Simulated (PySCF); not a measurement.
MgF2, SMILES [F][Mg][F]. Heavy atoms are numbered as in [Mg:1]([F:2])[F:3].

Geometry optimised at ωB97X-D3(BJ)/def2-TZVP. The isomer is the one that the SMILES or the coordinates give; other isomers of the formula were not compared.

These are PBE/pcSseg-2 run with PySCF values and carry that method's errors.

GIAO shieldings, no solvent; atoms alike by connectivity are averaged. δ = σ(ref) − σ: ¹⁹F against CFCl3 (σ = 132.0 ppm), references at their B3LYP-D3(BJ)/def2-TZVP geometries, non-relativistic.

Task: Estimate the chemical shifts. (The exact figures need the calculation; the answer reports its results.)

Result: 
```json
[
 {"nucleus": "¹⁹F", "atoms": "F2", "count": "2", "δ (ppm)": "-289.1"}
]
```
